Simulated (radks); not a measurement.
Values are calculated unless marked as measured or tabulated.
The manganese ion Mn2+, 23 electrons, occupied as [Ar] 3d4 4p1 (not the ground configuration).

Code: a radial shooting solver on a logarithmic mesh with Libxc functionals. Model: non-relativistic Kohn-Sham, PBE, spin-polarised, spherical densities, point nucleus; open shells are filled with parallel spins first.

Energy parts (hartree):
total: -1149.38754
kinetic: 1148.51755
electron-nucleus: -2710.01902
Hartree: 463.11470
exchange-correlation: -51.00077

Orbitals (lengths in bohr, moments of r in powers of bohr; r(90%) holds 90 % of the orbital's charge):
1s up: occ. 1; eigenvalue (hartree) -235.1841; r(90%) 0.110
1s down: occ. 1; eigenvalue (hartree) -235.1831; r(90%) 0.110
2s up: occ. 1; eigenvalue (hartree) -27.92950; r(90%) 0.438
2s down: occ. 1; eigenvalue (hartree) -27.85529; r(90%) 0.437
2p up: occ. 3; eigenvalue (hartree) -24.07234; r(90%) 0.407
2p down: occ. 3; eigenvalue (hartree) -24.01588; r(90%) 0.406
3s up: occ. 1; eigenvalue (hartree) -4.10638; r(90%) 1.27
3s down: occ. 1; eigenvalue (hartree) -3.93068; r(90%) 1.28
3p up: occ. 3; eigenvalue (hartree) -2.99912; r(90%) 1.37
3p down: occ. 3; eigenvalue (hartree) -2.82576; r(90%) 1.38
3d up: occ. 4; eigenvalue (hartree) -1.22078; r(90%) 1.76
3d down: occ. 0; eigenvalue (hartree) -1.05412; r(90%) 1.82
4p up: occ. 1; eigenvalue (hartree) -0.61955; r(90%) 4.22

The highest occupied level is 4p up at -16.859 eV. The configuration is held as typed, so some empty levels lie below it. Virial ratio -V/T = 2.00076.
